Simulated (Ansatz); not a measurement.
The cluster Ta2P2⁻. Charge -1, multiplicity 2. Geometry PBE0-D4/def2-SVP, that of the neutral singlet.

```xyz
4

Ta   -0.303   -1.394   -0.208
Ta    0.369    0.529   -1.290
P     1.118    0.150    0.963
P    -1.184    0.715    0.534
```

In the def2 sets Ta takes a core potential; there is no spin–orbit coupling. At PBE-D4/def2-TZVPD, r2SCAN-D4/def2-TZVPD, PBE0-D4/def2-TZVPD the highest occupied level of the charge -1 doublet lies above zero (up to 0.70 eV). By energy differences its removal costs 1.05 eV (vertical, to the charge 0 singlet, at PBE-D4/def2-TZVPD); a positive level beside a positive removal energy at the same level points to self-interaction error. The structure comes from a short search, and lower isomers may exist.

(1) Estimate the α-spin orbital energies around the gap (eV) in Ansatz with PBE-D4/def2-TZVPD, r2SCAN-D4/def2-TZVPD, PBE0-D4/def2-TZVPD.

Answers

(1) 
| orbital | PBE-D4/def2-TZVPD | r2SCAN-D4/def2-TZVPD | PBE0-D4/def2-TZVPD |
| --- | --- | --- | --- |
| HOMO−5 | -2.17 | -2.39 | -3.13 |
| HOMO−4 | -1.14 | -1.40 | -2.15 |
| HOMO−3 | -0.98 | -1.11 | -1.75 |
| HOMO−2 | -0.38 | -0.56 | -1.29 |
| HOMO−1 | 0.10 | -0.11 | -0.79 |
| HOMO | 0.70 | 0.52 | 0.12 |
| LUMO | 1.11 | 1.16 | 1.74 |
| LUMO+1 | 1.30 | 1.33 | 1.80 |
| LUMO+2 | 1.53 | 1.73 | 2.43 |
| LUMO+3 | 1.60 | 1.84 | 2.47 |
| LUMO+4 | 1.85 | 1.92 | 2.53 |
| LUMO+5 | 2.27 | 2.46 | 2.84 |
| β HOMO | 0.13 | -0.12 | -0.81 |
| β LUMO | 1.28 | 1.40 | 1.94 |
